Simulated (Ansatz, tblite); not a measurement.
Isomers of Ge12N (doublet), found by a short tight-binding search and relaxed with PBE-D4/def2-SVP in Ansatz.

The xTB rows come from tblite. Correlated methods freeze 109 core orbitals; core or outer-core shells of Ge are correlated, in sets that lack core-valence functions. Single mean-field runs in def2-TZVP are fitted with def2-universal-jkfit.

Run but left out: HF/STO-3G (A: ⟨S²⟩ 1.17, where a pure state has 0.75); MP2/def2-SVP (B: ⟨S²⟩ 0.92, where a pure state has 0.75); MP2/def2-SVP (C: ⟨S²⟩ 0.97, where a pure state has 0.75); MP2/def2-SVP (D: ⟨S²⟩ 0.92, where a pure state has 0.75).

A: At MP2/def2-SVP the charge 0 doublet is spin-contaminated (final ⟨S²⟩ up to 0.89, 0.75 for a pure state). B: At MP2/def2-SVP the charge 0 doublet is spin-contaminated (final ⟨S²⟩ up to 0.92, 0.75 for a pure state). C: At MP2/def2-SVP the charge 0 doublet is spin-contaminated (final ⟨S²⟩ up to 0.97, 0.75 for a pure state). D: At MP2/def2-SVP the charge 0 doublet is spin-contaminated (final ⟨S²⟩ up to 0.92, 0.75 for a pure state).

Other spin states weren't relaxed.

A:

```xyz
13

N     0.998    2.488    0.064
Ge    0.316   -2.958    0.899
Ge    2.421    1.528   -0.682
Ge    0.945   -0.912   -0.546
Ge   -2.175   -1.855    0.523
Ge    2.161   -0.604    1.601
Ge   -1.815    0.023   -1.418
Ge    0.577    1.886    1.824
Ge   -2.192    0.907    1.041
Ge    0.441    0.198   -2.713
Ge   -0.735   -2.470   -1.738
Ge   -0.562    2.414   -1.032
Ge   -0.381   -0.643    2.177
```

B:

```xyz
13

N    -1.0491   -1.0880    0.4424
Ge   -0.6891    0.5997    1.3460
Ge    0.2711   -2.1641   -0.6378
Ge   -0.4904   -0.9647   -2.8463
Ge    2.4341   -1.4365    0.7275
Ge   -0.2892    1.2803   -1.4351
Ge    1.3974   -0.0132    2.6935
Ge   -0.3060   -2.2987    1.8690
Ge   -0.1540    3.4331   -0.2780
Ge   -2.4489   -0.5199   -0.8888
Ge    1.8330    1.3953    0.4473
Ge    1.9232   -0.2354   -1.6224
Ge   -2.4322    2.0123    0.1828
```

C:

```tsv
atom	x (Å)	y (Å)	z (Å)
N1	-0.2317	-1.5747	0.6018
Ge2	1.5916	-0.9594	0.9526
Ge3	-0.7480	-0.3031	-2.6858
Ge4	-1.2433	-1.4424	2.2847
Ge5	1.3890	-1.7122	-2.5076
Ge6	-0.8570	1.9077	-1.0380
Ge7	1.5964	0.5115	-1.2950
Ge8	-1.8360	1.4925	1.5317
Ge9	0.9379	1.6622	1.0638
Ge10	1.5989	3.0190	-0.9743
Ge11	0.0389	0.7300	3.2047
Ge12	-0.4783	-2.8149	-0.9108
Ge13	-1.7584	-0.5161	-0.2278
```

D:

```
atom   x (Å)   y (Å)   z (Å)
  N1   0.828  -1.368   0.168
 Ge2   1.417  -0.525  -1.683
 Ge3   0.037  -2.683  -1.017
 Ge4   2.473   1.643  -0.396
 Ge5  -0.077  -0.404   1.564
 Ge6  -2.525  -1.242   1.611
 Ge7   2.058   1.074   2.175
 Ge8  -2.269  -1.427  -0.934
 Ge9   0.046   2.464   1.093
Ge10  -2.516   0.876  -2.113
Ge11  -2.140   1.000   0.415
Ge12   2.816  -1.030   0.493
Ge13  -0.150   1.622  -1.377
```

Problem. Estimate which lies lowest at each level, and how far above it the others are (eV).

Solution. 
```tsv
level	A	B	C	D
GFN1-xTB	0.92	0.58	0.32	0.00
GFN2-xTB	0.00	0.38	0.22	0.14
HF/def2-SVP	0.68	0.71	0.00	0.07
PBE-D4/def2-SVP	0.00	0.56	0.20	0.19
PBE-D4/def2-TZVP	0.00	0.64	0.28	0.29
revPBE-D4/def2-TZVP	0.00	0.65	0.30	0.34
r2SCAN-D4/def2-TZVP	0.00	0.49	0.06	0.04
PBE0-D4/def2-SVP	0.00	0.45	0.04	0.11
PBE0-D4/def2-TZVP	0.00	0.55	0.15	0.24
RPA@PBE/def2-SVP	0.00	0.48	0.02	0.03
```
Point groups (tolerance 0.1 Å): A Cs, B not assigned, C not assigned, D not assigned. Lower isomers may exist. From def2-SVP to def2-TZVP the PBE0 values move by up to 0.13 eV, so results in the small set are rough.
